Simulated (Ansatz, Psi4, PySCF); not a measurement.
iodine (I2), singlet, geometry from GFN2-xTB (core potentials on I). Base run: B3LYP5/def2-SVP run with PySCF.

PySCF was given this input:
```python
from pyscf import gto, scf, dft

mol = gto.M(
    atom='''
I    -0.000000   -0.000000   -1.331921
I     0.000000    0.000000    1.331921
''',
    basis='def2-svp',
    ecp={'I': 'def2-svp'},
    charge=0,
    spin=0,
    verbose=4,
)

mf = dft.RKS(mol)
mf.xc = 'b3lyp5'
mf.kernel()
```

The same geometry, method and basis name were run in Ansatz (a quantum-chemistry and plane-wave program) and Psi4 and PySCF, at each program's defaults and at the settings that a row names. The base is PySCF at its defaults. Differences at the defaults can come from grids, fitting, cores and function types together.

```csv
code and settings,ΔE vs base (mEh),basis functions,E (Eh),SCF cycles
"PySCF, defaults (exact integrals, its default grid, spherical functions)",0.000,52,-595.41168,8
"Psi4, defaults (density fitting with its default set, its default grid, spherical functions)",-0.040,52,-595.41172,6
"Ansatz, defaults (factorised integrals, its default grid, spherical functions)",-0.004,52,-595.41169,-
"PySCF, density fitting with def2-universal-jkfit",-0.006,52,-595.41169,8
"PySCF, fine grid",-0.001,52,-595.41168,8
"Psi4, exact integrals, spherical functions, fine grid",-0.004,52,-595.41169,8
"Ansatz, high accuracy",-0.005,52,-595.41169,-
```
